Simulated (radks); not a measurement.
Results of a calculation; reference values are marked as such.
Ba XXXII, configuration [Ar] 3d7 (the NIST ground configuration). Level of theory: scalar-relativistic Kohn-Sham, BLYP, spin-polarised, spherical densities, finite nucleus; open shells are filled with parallel spins first (spin-orbit coupling, left out, can overturn this in heavy ions); Fermi nuclear charge, rms radius 4.8378 fm (a radial shooting solver on a logarithmic mesh with Libxc functionals). Some entries of the table are withheld. Estimate them.

orbital,occ.,eigenvalue (eV),<1/r> (bohr^-1)
1s up,1,-38558.75,60.70
1s down,1,-38558.65,60.70
2s up,1,-7158.445,14.01
2s down,1,-7149.152,14.02
2p up,3,-6556.668,13.32
2p down,3,-6549.554,13.33
3s up,1,-2381.187,5.279
3s down,1,-2370.677,5.265
3p up,3,-2188.920,(1)
3p down,3,-2178.150,(2)
3d up,5,-1928.117,(3)
3d down,2,-1915.047,(4)

Answer. 
(1) 3p up <1/r> (bohr^-1): 5.035
(2) 3p down <1/r> (bohr^-1): 5.021
(3) 3d up <1/r> (bohr^-1): 4.801
(4) 3d down <1/r> (bohr^-1): 4.791
